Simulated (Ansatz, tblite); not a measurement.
Forces on Li₈Cl₈ (started as a model of: 2x2x4 LiCl rock-salt block) at its PBE0-D4/def2-SVP geometry. The state is a singlet with charge 0.

The xTB rows come from tblite.

GFN2-xTB (tblite), largest force 0.54 eV/Å:

```xyz
16
positions Å, forces eV/Å
Li   -2.223    0.086    2.913    0.073    0.001   -0.072
Cl   -0.056    0.378    2.189   -0.131   -0.092   -0.375
Li    1.774    0.469    0.708   -0.037    0.016    0.130
Cl    3.907    0.708   -0.277   -0.496   -0.127   -0.176
Cl   -3.386    1.470    1.489    0.376   -0.376   -0.104
Li   -1.323    1.415    0.341    0.065    0.100   -0.066
Cl    0.610    1.938   -0.900    0.014   -0.394    0.105
Li    2.635    1.634   -1.955   -0.081   -0.032    0.055
Cl   -2.711   -2.014    2.107    0.219    0.429   -0.247
Li   -0.739   -1.598    0.875    0.101   -0.086   -0.033
Cl    1.327   -1.765   -0.243   -0.136    0.383   -0.033
Li    3.167   -1.117   -1.467   -0.090    0.017    0.046
Li   -3.579   -0.603    0.510    0.098    0.014   -0.029
Cl   -1.882   -0.550   -1.046    0.252    0.103    0.304
Li    0.288   -0.285   -1.924   -0.129   -0.031   -0.032
Cl    2.189   -0.165   -3.320   -0.099    0.074    0.527
```

PBE-D4/def2-TZVP (Ansatz), largest force 0.09 eV/Å:

```
Li -0.031 -0.012 -0.033
Cl 0.041 0.022 0.078
Li 0.024 0.001 -0.018
Cl 0.035 0.011 0.025
Cl -0.023 0.038 0.002
Li -0.025 -0.006 0.016
Cl -0.015 0.088 -0.017
Li 0.018 -0.043 0.002
Cl -0.008 -0.040 0.016
Li -0.026 0.001 0.015
Cl 0.020 -0.088 0.014
Li 0.001 0.045 -0.013
Li 0.012 0.010 0.044
Cl -0.046 -0.022 -0.075
Li 0.027 0.003 -0.012
Cl -0.004 -0.008 -0.043
```

r2SCANh-D4/def2-TZVP (Ansatz), largest force 0.04 eV/Å:

```
Li -0.038 -0.009 -0.007
Cl 0.002 0.004 0.023
Li 0.029 0.004 -0.007
Cl -0.025 -0.006 -0.006
Cl 0.019 -0.016 -0.006
Li -0.026 0.006 0.013
Cl 0.004 0.022 -0.009
Li 0.030 -0.023 -0.011
Cl 0.013 0.019 -0.013
Li -0.023 -0.011 0.016
Cl 0.012 -0.020 -0.001
Li 0.021 0.027 -0.019
Li -0.013 0.004 0.037
Cl -0.019 -0.006 -0.014
Li 0.021 0.000 -0.022
Cl -0.007 0.003 0.025
```
